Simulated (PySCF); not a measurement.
**Question.** What does the PBE0-D3(BJ)/def2-SVP structure of InChI=1S/C6H9NP2/c1-7(2)6-5-8-3-4-9-6/h3-5H,1-2H3 look like in three dimensions?

**Answer.** 
Z-matrix in Å and degrees, rows numbered from 1:
```
C 
N   1  1.4415
C   2  1.4426  1  119.31
C   2  1.3681  1  120.87  3  -178.93
C   4  1.4099  2  119.66  1    -0.72
P   5  1.7253  4  131.55  2   179.93
C   6  1.7343  5  103.83  4     0.09
C   7  1.3846  6  126.40  5     0.02
P   8  1.7342  7  131.11  6    -0.08
H   1  1.0963  2  109.14  3    -0.24
H   1  1.1044  2  112.04  3   119.11
H   1  1.1043  2  112.04  3  -119.58
H   3  1.0966  2  109.50  1     1.54
H   3  1.1049  2  111.63  1   121.62
H   3  1.1053  2  111.73  1  -118.68
H   5  1.0946  4  116.77  2    -0.08
H   7  1.0963  6  115.73  5  -180.00
H   8  1.0986  7  117.00  6   179.97
```

The 6-membered ring C4–C5–P6–C7–C8–P9 has internal angles of 103.4° to 131.6° (sum 720°, against 720° for a flat polygon); it is planar, 0.00 Å rms from its mean plane, widest ring torsion 0°. The C–C distances run from 1.385 Å (C7–C8, aromatic) to 1.410 Å (C4–C5, aromatic), a spread of 0.025 Å. N2 (aniline-type nitrogen) is planar (angles 120.9°, 119.8° and 119.3°, sum 360.0°, 0.01 Å off the plane of its three neighbours). The 9 heavy atoms lie in one plane (0.004 Å rms).

Method used: PySCF 2.14.0, PBE0-D3(BJ)/def2-SVP geometry optimisation, gas phase.

Point group: Cs (tolerance 0.08 Å). PBE0-D3(BJ)/def2-SVP frequencies: not computed here.

The run took 3.5 min of wall time on one thread of an Arm Neoverse V2, on a shared host, and the process peaked at 0.86 GiB of memory. These figures are those of the optimisation.
